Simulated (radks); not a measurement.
Numerical settings for neutral barium, [Xe] 6s2. Method: Dirac Kohn-Sham, PBE, spin-unpolarised, spherical densities, finite nucleus; Fermi nuclear charge, rms radius 4.8378 fm; computed with a radial shooting solver on a logarithmic mesh with Libxc functionals. The defaults (mesh step 0.008 in ln r, mesh end at 40 bohr or more with all orbitals vanishing there, Anderson mixing 0.5 over 9 steps, residual threshold near 1e-9 with the energy settled to 1e-9 hartree or 1e-11 of itself, here a cap of 74 iterations) give E = -8138.9916 hartree and 6s1/2 at -3.229 eV in 14 iterations. Run on one thread of a shared host, so times are rough (Arm Neoverse N1): 0.17 s of CPU time, 0.17 s wall, 14 iterations on 2440 mesh points. Changes against that run (0 stands for a change within the tolerance of the run):

setting                     iterations         converged  E (mhartree)  e(6s1/2) (meV)  CPU (s)
mesh step in ln r 0.2                4                no      diverged               -     0.01
mesh step in ln r 0.012             14               yes             0               0     0.12
mesh step in ln r 0.02              14               yes     +0.000653               0     0.08
mesh end (bohr) 3                   13  level above zero     +5.43e+03       +6.51e+04     0.12
mesh end (bohr) 12                  13               yes          +1.1           +62.9     0.15
residual threshold 1e-13            39               yes             0               0     0.31
residual threshold 0.001             7               yes             0          +0.805     0.11
mixing 0.01                         30               yes             0               0      0.3
linear mixing, mixing 0.8           31               yes             0               0     0.31
linear mixing, mixing 0.05          74                no       +0.0296           -40.2     0.71
mixing history 20                   19               yes             0               0     0.21
iteration cap 8                      8                no             0         +0.0742      0.1

Settled on a wrong energy, with an occupied level pushed above zero by the early mesh end: mesh end (bohr) 3 (+5.43 hartree). Apart from these: settings that end as converged yet miss the energy by more than 1 mhartree: mesh end (bohr) 12 (+0.0011 hartree). A mesh that ends early acts as a hard wall.
